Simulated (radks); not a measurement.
Results of a calculation; reference values are marked as such.
Problem. Ge, configuration [Ar] 3d10 4s2 4p1 5s1 (not the ground configuration). Code: a radial shooting solver on a logarithmic mesh with Libxc functionals. Model: scalar-relativistic Kohn-Sham, LDA (Slater exchange, Perdew-Wang correlation), spin-polarised, spherical densities, finite nucleus; open shells are filled with parallel spins first; Fermi nuclear charge, rms radius 4.0742 fm. Some entries of the table are withheld. Estimate them.

orbital,occ.,eigenvalue (hartree),<r^2> (bohr^2)
1s up,1,-402.2376,0.002981
1s down,1,-402.2359,0.002981
2s up,1,-50.48569,0.05221
2s down,1,-50.48491,0.05221
2p up,3,-44.18831,0.04143
2p down,3,-44.18705,0.04143
3s up,1,-6.32466,0.4517
3s down,1,-6.32272,0.4514
3p up,3,-4.40102,0.4948
3p down,3,-4.39868,0.4942
3d up,5,(1),0.6975
3d down,5,(2),0.6907
4s up,1,-0.58425,4.777
4s down,1,-0.55399,4.746
4p up,1,(3),(4)
4p down,0,(5),(6)
5s up,1,-0.07485,46.03
5s down,0,-0.05391,53.68

Solution. 
(1) 3d up eigenvalue (hartree): -1.24726
(2) 3d down eigenvalue (hartree): -1.24288
(3) 4p up eigenvalue (hartree): -0.27178
(4) 4p up <r^2> (bohr^2): 8.079
(5) 4p down eigenvalue (hartree): -0.23964
(6) 4p down <r^2> (bohr^2): 8.138
